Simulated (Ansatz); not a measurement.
Basis sets compared for BH2(OEt) (C2H7BO). Total charge 0; singlet. Geometry PBE-D4/def2-SVP. Ansatz on 2 threads of Arm Neoverse V2 on a shared host; times are rough, and most runs start from earlier orbitals.

```
atom    x (Å)    y (Å)    z (Å)
  B1  -1.1937  -0.2915   1.5598
  C2   0.2371   0.6291  -0.1917
  C3   0.9220  -0.3168  -1.1639
  O4   0.0327  -0.0141   1.0718
  H5  -2.1968   0.0208   0.9304
  H6  -1.2340  -0.8556   2.6373
  H7  -0.7384   0.9840  -0.5940
  H8   0.8733   1.5199  -0.0014
  H9   1.1452   0.2061  -2.1156
 H10   1.8753  -0.6923  -0.7413
 H11   0.2772  -1.1896  -1.3913
```

Another isomer (singlet) lies 1.41 eV lower at PBE0-D4/def2-TZVP; other spin states weren't run for this one.

Binding counts from free atoms (B doublet, C triplet, O triplet, H doublet) in the same basis, without a counterpoise term.

```tsv
level	functions	energy (Eh)	HOMO (eV)	LUMO (eV)	binding per atom (eV)	wall time
PBE-D4/def2-SVP	91	-180.1496	-6.90	-1.16	4.11	0.9 s
PBE0-D4/def2-SVP	91	-180.1748	-8.42	-0.13	4.05	0.9 s
```

Question: Estimate the rows for PBE-D4/def2-TZVP (with forces), PBE0-D4/def2-TZVP.

Answer: 
```
                         level  functions  energy (Eh)  HOMO (eV)  LUMO (eV)  binding per atom (eV)  wall time
PBE-D4/def2-TZVP (with forces)        166    -180.3530      -7.03      -1.35                   4.07      1.9 s
             PBE0-D4/def2-TZVP        166    -180.3747      -8.51      -0.35                   4.01      1.9 s
```
